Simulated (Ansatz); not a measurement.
Isolated molecules relaxed with PBE0-D4/def2-TZVP in Ansatz; ΔE leaves out vibrations. CCSD(T)/CBS is the MP2 limit (def2-TZVPP, def2-QZVPP) plus CCSD(T) − MP2 in def2-TZVPP, frozen cores. Functionals use def2-TZVPP. def2 core potentials past Kr. For As, Ge, Te outer-core shells are correlated without core-valence functions, which leaves a few kJ/mol of doubt a bond. Scalar relativity is left out up to krypton. One conformer a species, not always the lowest.

Reaction (redistribution): `[CH3][GeH2][TeH]` + `O[AsH]O` → `[CH3][GeH]([OH])[TeH]` + `O[AsH2]`

Task: Is it downhill or uphill in electronic energy at CCSD(T)/CBS, and by how much? (Best estimate.)

Result: Computed: Downhill: ΔE = -5.7 kcal/mol.

Task: What do these levels give: ωB97X-V, r2SCAN, PBE0, SCS-MP2/def2-TZVPP, HF/def2-QZVPP, MP2/def2-QZVPP? (Estimate.)

Result: Ansatz gave: ωB97X-V -5.4, r2SCAN -5.4, PBE0 -5.2, SCS-MP2/def2-TZVPP -6.1, HF/def2-QZVPP -6.7, MP2/def2-QZVPP -5.8 kcal/mol.

Largest T1 diagnostic among the species: 0.013.

From PBE to PBE0 (25 % exact exchange), in def2-TZVPP and without D4, ΔE moves by −1.0 kcal/mol. In def2-TZVPP, CCSD(T) changes the Hartree–Fock value by +0.9 kcal/mol (the triples alone add +0.3 kcal/mol) and MP2 by +0.9 kcal/mol.
